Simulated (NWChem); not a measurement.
System: CH₃FO₂Si₂; SMILES O=C1[SiH2]O[Si@@H]1F

Output (shortened):

```
             Northwest Computational Chemistry Package (NWChem) 7.3.0
             --------------------------------------------------------

                             Geometry "geometry" -> ""
                             -------------------------

 Output coordinates in angstroms (scale by  1.889725989 to convert to a.u.)

  No.       Tag          Charge          X              Y              Z
 ---- ---------------- ---------- -------------- -------------- --------------
    1 O                    8.0000    -2.09296700    -1.08670100     0.01420300
    2 C                    6.0000    -0.96727600    -0.66454600    -0.01704200
    3 Si                  14.0000     0.87603000    -1.36066600     0.24296600
    4 O                    8.0000     1.36225200     0.19496900    -0.22868900
    5 Si                  14.0000    -0.06148300     1.04405700    -0.44406200
    6 F                    9.0000    -0.23659800     2.19706300     0.66597900
    7 H                    1.0000     1.30906500    -1.69167300     1.62460100
    8 H                    1.0000     1.34318300    -2.39655100    -0.71315700
    9 H                    1.0000    -0.14264800     1.70006200    -1.77117500

 Effective nuclear repulsion energy (a.u.)     363.4789632661

                                 NWChem DFT Module
                                 -----------------

 Summary of "ao basis" -> "ao basis" (spherical)
 ------------------------------------------------------------------------------
       Tag                 Description            Shells   Functions and Types
 ---------------- ------------------------------  ------  ---------------------
 O                          def2-svp                 6       14   3s2p1d
 C                          def2-svp                 6       14   3s2p1d
 Si                         def2-svp                 8       18   4s3p1d
 F                          def2-svp                 6       14   3s2p1d
 H                          def2-svp                 3        5   2s1p

            General Information
            -------------------
          SCF calculation type: DFT
          Wavefunction type:  closed shell.
          No. of atoms     :     9
          No. of electrons :    62
           Alpha electrons :    31
            Beta electrons :    31
          Charge           :     0
          Spin multiplicity:     1
          Use of symmetry is: off; symmetry adaption is: off
          Maximum number of iterations: 150
          AO basis - number of functions:   107
                     number of shells:    49
          Convergence on energy requested:  1.00D-06
          Convergence on density requested:  1.00D-05
          Convergence on gradient requested:  5.00D-04

              XC Information
              --------------
                         B3LYP Method XC Potential
                     Hartree-Fock (Exact) Exchange  0.200
                        Slater Exchange Functional  0.800 local
                    Becke 1988 Exchange Functional  0.720 non-local
              Lee-Yang-Parr Correlation Functional  0.810
                  VWN I RPA Correlation Functional  0.190 local

             Grid Information
             ----------------
          Grid used for XC integration:  medium
          Radial quadrature: Mura-Knowles
          Angular quadrature: Lebedev.
          Tag              B.-S. Rad. Rad. Pts. Rad. Cut. Ang. Pts.
          ---              ---------- --------- --------- ---------
          O                   0.60       49          10.0       434
          C                   0.70       49           9.0       434
          Si                  1.10       88          10.0       590
          F                   0.50       49          12.0       434
          H                   0.35       45          12.0       434
          Grid pruning is: on
          Number of quadrature shells:   507
          Spatial weights used:  Erf1

      Superposition of Atomic Density Guess
      -------------------------------------

 Sum of atomic energies:        -865.27455534

[...]

                     NWChem Electrostatic Potential Fit Module
                     -----------------------------------------

 Atom parameters

 Number of atoms is                                    9
 Number of basis functions is                        107

 Grid parameters

 Maximum number of grid points is                  42407
 Number of grid points is                          42406
 Grid range                                     0.300000 nm
 Grid spacing                                   0.020000 nm
 Probe radius                                   0.070000 nm
 Atom radius factor                             1.000000

 Atomic radii

    1    0.100000
    6    0.147000
    8    0.136000
    9    0.128000
   14    0.187000
 FASTESP  F
  using M.O. file = ./job.movecs

    Atom              Coordinates                           Charge

                                                  ESP

    1 O    -0.209297   -0.108670    0.001420   -0.345710
    2 C    -0.096728   -0.066455   -0.001704    0.123141
    3 Si    0.087603   -0.136067    0.024297    0.559500
    4 O     0.136225    0.019497   -0.022869   -0.493663
    5 Si   -0.006148    0.104406   -0.044406    0.777414
    6 F    -0.023660    0.219706    0.066598   -0.294860
    7 H     0.130907   -0.169167    0.162460   -0.093554
    8 H     0.134318   -0.239655   -0.071316   -0.107977
    9 H    -0.014265    0.170006   -0.177118   -0.124292
                                            ------------
                                                0.000000

 Dipole moment                                  0.595591

 Quadrupole moment Qxx                        -10.005423
                   Qyy                          2.582092
                   Qzz                          7.423331

 RMS deviation kJ/mol                           0.058419

 RRMS %                                        28.365769
```

Level: B3LYP/def2-SVP. All runs use the structure optimised with B3LYP/6-31G* (spherical d). B3LYP is NWChem's, with the RPA form of VWN correlation.

Problem. Reconstruct the input file.

Solution. One answer among several that fit: the input that was run:
```
start job
memory heap 200 mb stack 900 mb global 1100 mb
geometry units angstroms noautosym nocenter noautoz
  O     -2.092967    -1.086701     0.014203
  C     -0.967276    -0.664546    -0.017042
  Si     0.876030    -1.360666     0.242966
  O      1.362252     0.194969    -0.228689
  Si    -0.061483     1.044057    -0.444062
  F     -0.236598     2.197063     0.665979
  H      1.309065    -1.691673     1.624601
  H      1.343183    -2.396551    -0.713157
  H     -0.142648     1.700062    -1.771175
end
basis spherical
  * library def2-svp
end
dft
  xc b3lyp
  iterations 150
  mulliken
end
task dft energy
esp
  recalculate
  probe 0.07
  range 0.3
  factor 1.0
  spacing 0.02
end
task esp
```
